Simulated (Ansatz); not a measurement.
Reaction (formal hydrolysis of the Nb–F bond): `[NH]=[Nb]([NH2])([NH2])[F]` + H₂O → `[NH]=[Nb]([NH2])([NH2])[OH]` + H–F

Calculated with Ansatz (gas phase, PBE0-D4/def2-TZVP geometries, no zero-point term in ΔE). CBS: MP2 limit from def2 TZ/QZ plus the TZ coupled-cluster correction, frozen cores. This one scheme is used for every species. Elements past krypton have def2 core potentials. For Nb outer-core shells are correlated without core-valence functions, which leaves a few kJ/mol of doubt a bond. One conformer a species, not always the lowest.

`[NH]=[Nb]([NH2])([NH2])[F]`:

Z-matrix (Å, degrees):
```
Nb
N 1 1.974
N 1 1.974 2 112.1
N 1 1.745 2 105.3 3 -113.9
F 1 1.897 2 109.9 3 122.5
H 2 1.011 1 124.0 3 -60.2
H 2 1.008 1 125.7 3 113.1
H 3 1.011 1 124.0 2 60.2
H 3 1.008 1 125.8 2 -113.1
H 4 1.009 1 167.4 2 -120.7
```

H₂O:

Z-matrix (Å, degrees):
```
O
H 1 0.960
H 1 0.960 2 105.1
```

`[NH]=[Nb]([NH2])([NH2])[OH]`:

```xyz
11

N    -1.723   -0.077    0.577
Nb   -0.131   -0.133   -0.144
N     1.054   -0.917    1.242
N     0.330    1.751   -0.562
O    -0.015   -1.182   -1.742
H    -2.675   -0.114    0.905
H     0.784   -1.152    2.183
H     2.043   -1.080    1.114
H    -0.224    2.560   -0.327
H     1.196    2.040   -0.994
H    -0.640   -1.695   -2.252
```

H–F:

Cartesian coordinates in Å:
```
F 0.111 -0.433 -0.110
H -0.111 0.433 0.110
```

```tsv
species	CCSD(T)/CBS(def2) energy (Eh)
`[NH]=[Nb]([NH2])([NH2])[F]`	-323.98276
H₂O	-76.37941
`[NH]=[Nb]([NH2])([NH2])[OH]`	-299.95056
H–F	-100.39570
```

Q: Work out ΔE.

A: ΔE = (-299.95056) + (-100.39570) − (-323.98276) − (-76.37941) = 0.01591 Eh = +10.0 kcal/mol.

Largest T1 diagnostic among the species: 0.020, so the coupled-cluster value is less sure than usual.

At CCSD(T), def2-SVP lies +0.9 kcal/mol from the extrapolated value and def2-TZVPP −0.0 kcal/mol. In def2-TZVPP, CCSD(T) changes the Hartree–Fock value by −1.8 kcal/mol (the triples alone add −0.3 kcal/mol) and MP2 by −2.5 kcal/mol. From r2SCAN to r2SCAN0 (25 % exact exchange), in def2-TZVPP and without D4, ΔE moves by −0.8 kcal/mol.
